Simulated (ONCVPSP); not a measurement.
## What one change does to a pseudopotential (caesium, ONCV)

- Element: caesium (Cs)
- Generator: ONCVPSP 4.0.1
- Type: optimised norm-conserving Vanderbilt (ONCV)
- Functional: BLYP
- Relativity: fully relativistic
- Frozen core: [Kr] 4d10
- Valence charge: 9
- Reference configuration: 5s2 5p6 6s1
- Partial waves: 5s+6s: rc 3.10 bohr, ncon 3, nbas 7, qcut 3.6 1/bohr, 2 projectors; 5p: rc 3.05 bohr, ncon 4, nbas 9, qcut 3.8 1/bohr, 2 projectors, debl 2.6 Ha; d scattering state at 0.05 Ha: rc 2.95 bohr, ncon 4, nbas 9, qcut 3.8 1/bohr, 1 projector
- Local potential: polynomial inside 2.80 bohr (lpopt 4, dvloc0 0 Ha)
- Core correction: polynomial model core, fcfact 0.3

Open shells are filled in proportion to 2j + 1.

Change: d: rc 2.08; local potential polynomial inside 2.08 bohr (lpopt 4, dvloc0 0 Ha).

Cutoffs: the cutoffs (Ha) at which the residual kinetic energy of the hardest occupied pseudo-wave falls to 1 and 0.1 mHa per electron; they do not see the model core or the augmentation charge, which bear on the density cutoff. Errors are all-electron minus pseudo energies relative to the spin-unpolarised reference configuration.

**Question.** How do hardness, ghosts and transferability respond?

**Answer.** The potential gets neither clearly harder nor softer (4.3 Ha and 5.2 Ha → 4.3 Ha and 5.2 Ha); of the 4 tests that both files solve, the error grows in 0 and shrinks in 1 by more than 15 % and 0.3 meV (median size 1.7 → 1.2 meV); the range in which the p3/2 phases agree widens (upper end 0.6 → 3.4); neither file shows a bound ghost.

| quantity | base | changed |
| --- | --- | --- |
| cutoff, loose | 4.3 Ha | 4.3 Ha |
| cutoff, tight | 5.2 Ha | 5.2 Ha |
| bound ghosts | none | none |
| GHOST(+) flags under 300 eV | none | none |
| error for 5s2 5p6 6s0, meV [ΔE 3.88 eV] | -0.3 | -0.3 |
| error for 5s2 5p6 6s0.5, meV [ΔE 1.46 eV] | 0.0 | 0.0 |
| error for 5s2 5p6 6s0 6p1, meV [ΔE 1.46 eV] | +3.2 | +2.1 |
| error for 5s2 5p5 6s1, meV [ΔE 17.66 eV] | -13 | -14 |
| s: phases at 3.14 bohr within 0.05 rad from the reference energy up to (Ha; the scan ends near 5) | 1.8 | 1.8 |
| p3/2: phases at 3.09 bohr within 0.05 rad from the reference energy up to (Ha; the scan ends near 5) | 0.6 | 3.4 |
| p1/2: phases at 3.09 bohr within 0.05 rad from the reference energy up to (Ha; the scan ends near 5) | 3.4 | 3.4 |
| rms error of d²Exc/dni dnj with the model core, mHa | 1.48 | 1.48 |

Base: These tests converged, but a pseudo level misses the all-electron one widely, so the file describes the atom poorly there or has found another state: 5s2 5p6 6s0 6p1: empty 6s by 3.1 eV. Changed file: These tests converged, but a pseudo level misses the all-electron one widely, so the file describes the atom poorly there or has found another state: 5s2 5p6 6s0 6p1: empty 6s by 3.1 eV.
